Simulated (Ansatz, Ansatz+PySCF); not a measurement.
```xyz
2

B     0.0000    0.0000   -0.8119
F     0.0000    0.0000    0.4511
```

Basis set: def2-SVP (spherical functions). Left uncorrelated: 2 orbitals. Charge 0, multiplicity 1.

Computed with Ansatz (development build ahead of 0.2.0); each method stands on the lowest determinant of its kind that the runs found. Restricted open shells among the atoms or ions are ROHF, correlated in semicanonical orbitals with singles. Restricted functionals stand beside restricted open-shell atoms, which can lie above the unrestricted atoms usual in DFT and then raise those values.

The atomization energy at this shape (free ground-state atoms in the same class of orbitals less the molecule, no zero-point energy) of singlet BF:

```json
{"method": "ωB97X (restricted)", "atomization energy": "770.8 kJ/mol"}
{"method": "ωB97X (unrestricted)", "atomization energy": "762.8 kJ/mol"}
{"method": "r²SCAN (restricted)", "atomization energy": "773.7 kJ/mol"}
{"method": "r²SCAN (unrestricted)", "atomization energy": "762.2 kJ/mol"}
{"method": "PBE0 (restricted)", "atomization energy": "765.5 kJ/mol"}
{"method": "PBE0 (unrestricted)", "atomization energy": "758.0 kJ/mol"}
{"method": "PBE (unrestricted)", "atomization energy": "794.8 kJ/mol"}
{"method": "RHF-CCSD(T)", "atomization energy": "730.4 kJ/mol"}
{"method": "RHF-CCSD", "atomization energy": "720.0 kJ/mol"}
{"method": "RHF-MP2", "atomization energy": "763.6 kJ/mol"}
{"method": "RHF", "atomization energy": "590.3 kJ/mol"}
{"method": "UHF", "atomization energy": "573.1 kJ/mol"}
```

(1) What does PBE (restricted) give?

## Answers

(1) 800.6 kJ/mol.
